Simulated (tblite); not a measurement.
Compound: C4H10SSi2.
Structure used (GFN2-xTB), in Å, numbered top down from 1:
```
atom  x, y, z in Å
C1    -1.2066    1.9480    0.1905
C2    -0.0731    1.0144    0.4470
S3     1.2648    1.5609    1.2241
C4    -0.2054   -0.3654    0.0494
Si5   -1.9450   -1.1090   -0.1356
C6     0.8766   -1.1276   -0.1978
Si7    2.7010   -0.6310   -0.2019
H8    -2.0661    1.6722    0.8030
H9    -1.5147    1.8937   -0.8534
H10   -0.9178    2.9681    0.4323
H11   -2.6085   -0.5241   -1.3042
H12   -1.7969   -2.5521   -0.3123
H13   -2.7266   -0.8238    1.0701
H14    0.6924   -2.1618   -0.4610
H15    3.2552   -0.7102    1.1453
H16    3.3318   -1.6804   -1.0220
H17    2.9318    0.6401   -0.8833
```

Computed values, GFN2-xTB/tblite, gas phase, harmonic and unscaled. Errors from tens to a few hundred cm⁻¹ against measured bands are possible. Modes of hydrogen on silicon can be 10 to 20 % off. One conformer, not necessarily the lowest.

Harmonic wavenumbers (cm⁻¹): 33.3, 96.8, 128.7, 142.2, 167.5, 207.6, 243.2, 267.6, 308.5, 346.5, 391.8, 467.0, 529.9, 547.6, 552.1, 599.5, 666.5, 724.6, 770.1, 778.2, 786.0, 793.3, 801.9, 823.4, 852.7, 878.2, 982.0, 998.4, 1206.2, 1209.2, 1315.9, 1380.9, 1455.5, 1458.6, 1565.9, 2175.3, 2245.4, 2252.7, 2271.4, 2282.3, 2294.4, 2985.6, 3005.0, 3033.1, 3046.2.

A = 1835, B = 1120, C = 738.6 MHz; mass 146.004 u (most abundant isotopes); point group C1, symmetry number 1.

What is the zero-point energy?

½Σν̃ = 25034 cm⁻¹ = 299.48 kJ/mol.

Give the ideal-gas entropy at 298.15 K and 1 bar in the rigid-rotor, harmonic-oscillator model (classical rotation).

Translation 171.01, rotation 124.43, vibration 133.09: S = 428.5 J/(mol K).

And Cp and H(298.15 K) − H(0)?

Cp = 175.46 J/(mol K), of which vibrations give 142.20 (their classical limit is 45 R = 374.2); H(298.15 K) − H(0) = 31.28 kJ/mol without the zero-point energy, 21.36 from vibrations.

What must be added to the electronic energy to get the Gibbs energy at 298.15 K and 1 bar?

ZPE + [H(298.15 K) − H(0)] − T·S = 299.48 + 31.28 − 127.77 = 202.99 kJ/mol.

Which modes carry the vibrational entropy at 298.15 K?

33.3 cm⁻¹: 23.52; 96.8 cm⁻¹: 14.72; 128.7 cm⁻¹: 12.41; 142.2 cm⁻¹: 11.61; 167.5 cm⁻¹: 10.31; 207.6 cm⁻¹: 8.64 J/(mol K); the other 39 give 51.89 together.

How do the functions run with temperature in this model?

| T (K) | S (J/(mol K)) | Cp (J/(mol K)) | H − H(0) (kJ/mol) | G − H(0) (kJ/mol) | ln q(vib) |
| --- | --- | --- | --- | --- | --- |
| 50 | 249.4 | 53.9 | 2.08 | -10.39 | 0.60 |
| 100 | 295.6 | 81.8 | 5.49 | -24.07 | 1.78 |
| 373.15 | 471.0 | 203.7 | 45.53 | -130.24 | 9.55 |
| 500 | 536.2 | 241.5 | 73.88 | -194.21 | 13.11 |
| 750 | 644.5 | 292.5 | 141.12 | -342.28 | 19.67 |
| 1000 | 733.5 | 325.3 | 218.62 | -514.87 | 25.55 |

q(vib) and H(0) count from the zero-point level.

Hindered rotation and anharmonicity are outside this model. Other conformers, if any are populated, would add a mixing term that is left out. The structure is chiral; the term R ln 2 for an equal mix with its mirror image is left out.
